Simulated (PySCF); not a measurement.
**Sb⁺ (antimony, charge +1) across methods**

[Kr] 4d10 5s1 5p3, high-spin 5S determinant (an excited configuration). Computed with PySCF 2.14 in aug-cc-pwCVTZ-DK3 with one added diffuse shell each of s, p, d, f type (11s10p8d5f1g, 125 functions), with the spin-free X2C one-electron Hamiltonian (Gaussian nucleus).

| method | E (hartree) | mean ε 4d β (eV) | mean ε 5s α (eV) | mean ε 5p α (eV) | Σ⟨r²⟩ (bohr²) | ⟨S²⟩ |
| --- | --- | --- | --- | --- | --- | --- |
| UHF | -6477.27238 | -53.297 | -29.668 | -17.849 | 49.27 | 6.004 |
| PBE0 | -6479.63 | -45.618 | -24.469 | -14.834 | 48.85 | 6.002 |
| PBE | -6479.54 | -42.664 | -22.475 | -13.638 | 48.98 | 6.002 |
| r2SCAN | -6479.99 | -43.440 | -23.274 | -14.052 | 48.70 | 6.003 |
| LDA | -6473.77 | -42.820 | -22.636 | -13.720 | 48.93 | 6.001 |
